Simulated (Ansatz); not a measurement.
Total energies of TaOCl3 (TaCl3O) from Ansatz at PBE0-D4/def2-TZVP, gas phase (1 Eh = 27.2114 eV = 2625.5 kJ/mol). The reference geometry is relaxed at PBE-D4/def2-SVP.

```json
{"state": "charge 0 singlet", "geometry": "reference", "energy (Eh)": "-1512.66512"}
{"state": "charge 1 doublet", "geometry": "reference", "energy (Eh)": "-1512.23877"}
{"state": "charge 1 doublet", "geometry": "relaxed at PBE-D4/def2-SVP", "energy (Eh)": "-1512.24534"}
{"state": "free Ta atom (quartet)", "geometry": "–", "energy (Eh)": "-56.82257"}
{"state": "free O atom (triplet)", "geometry": "–", "energy (Eh)": "-75.01860"}
{"state": "free Cl atom (doublet)", "geometry": "–", "energy (Eh)": "-459.99739"}
```

In the def2 sets Ta takes a core potential; there is no spin–orbit coupling.

Question: Work out the vertical ionisation energy to the doublet.

Answer: E(charge 1 doublet) − E(charge 0 singlet) = -1512.23877 − (-1512.66512) = 0.42635 Eh = 11.60 eV. For comparison, −ε of the highest occupied level is 9.75 eV at this level, 1.85 eV less.

Question: How much does the charge 1 doublet relax, and what is the adiabatic ionisation energy?

Answer: Relaxation: -1512.23877 − (-1512.24534) = 0.00657 Eh = 0.18 eV. Adiabatic ionisation energy: 0.41978 Eh = 11.42 eV, without zero-point energy. 

Question: What is the binding energy per atom against free atoms?

Answer: Atoms: 1 × (-56.82257) + 1 × (-75.01860) + 3 × (-459.99739) = -1511.83334 Eh. Binding: -1511.83334 − (-1512.66512) = 0.83178 Eh = 22.63 eV, or 4.53 eV for each of 5 atoms (no zero-point energy, no counterpoise term).
